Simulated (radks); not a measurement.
Values are calculated unless marked as measured or tabulated.
Trend from Rb2+ to Xe2+: ionisation energy by Delta-SCF between NIST ground configurations, and size. Level of theory: scalar-relativistic Kohn-Sham, PBE, spin-polarised, spherical densities, point nucleus; open shells are filled with parallel spins first (spin-orbit coupling, left out, can overturn this in heavy ions) (a radial shooting solver on a logarithmic mesh with Libxc functionals).

species      configuration  configuration of the ion  IE (eV)  NIST (eV)       kind  -e(HOMO) (eV)
Rb2+     [Ar] 3d10 4s2 4p5         [Ar] 3d10 4s2 4p4   39.278     39.247  semi-emp.    33.214 (4p)
Sr2+                  [Kr]         [Ar] 3d10 4s2 4p5   42.993     42.884       exp.    36.517 (4p)
Zr2+              [Kr] 4d2                  [Kr] 4d1   23.164     23.170  semi-emp.    17.937 (4d)
Nb2+              [Kr] 4d3                  [Kr] 4d2   25.553     25.040  semi-emp.    19.985 (4d)
Mo2+              [Kr] 4d4                  [Kr] 4d3   27.830       27.1  semi-emp.    21.935 (4d)
Tc2+              [Kr] 4d5                  [Kr] 4d4   30.027     29.550  semi-emp.    23.818 (4d)
Ru2+              [Kr] 4d6                  [Kr] 4d5   28.429     28.470  semi-emp.    22.334 (4d)
Rh2+              [Kr] 4d7                  [Kr] 4d6   30.912     31.060  semi-emp.    24.474 (4d)
Pd2+              [Kr] 4d8                  [Kr] 4d7   33.285     32.930  semi-emp.    26.524 (4d)
Ag2+              [Kr] 4d9                  [Kr] 4d8   35.577       34.8  semi-emp.    28.508 (4d)
Cd2+             [Kr] 4d10                  [Kr] 4d9   37.809      37.47       exp.    30.444 (4d)
In2+         [Kr] 4d10 5s1                 [Kr] 4d10   28.575     28.044       exp.    24.151 (5s)
Sn2+         [Kr] 4d10 5s2             [Kr] 4d10 5s1   30.693     30.506       exp.    26.091 (5s)
Sb2+     [Kr] 4d10 5s2 5p1             [Kr] 4d10 5s2   24.650     25.324       exp.    20.514 (5p)
Te2+     [Kr] 4d10 5s2 5p2         [Kr] 4d10 5s2 5p1   27.535      27.84       exp.    23.057 (5p)
I2+      [Kr] 4d10 5s2 5p3         [Kr] 4d10 5s2 5p2   30.270      29.57       exp.    25.488 (5p)
Xe2+     [Kr] 4d10 5s2 5p4         [Kr] 4d10 5s2 5p3   30.403      31.05  semi-emp.    25.686 (5p)

Reference values: NIST Atomic Spectra Database (exp. = measured, semi-emp. = semi-empirical, theory = theoretical value adopted there). Open shells are spherical and high-spin; term and fine-structure splittings are not resolved. Spin-orbit splitting is averaged out at the scalar-relativistic level.
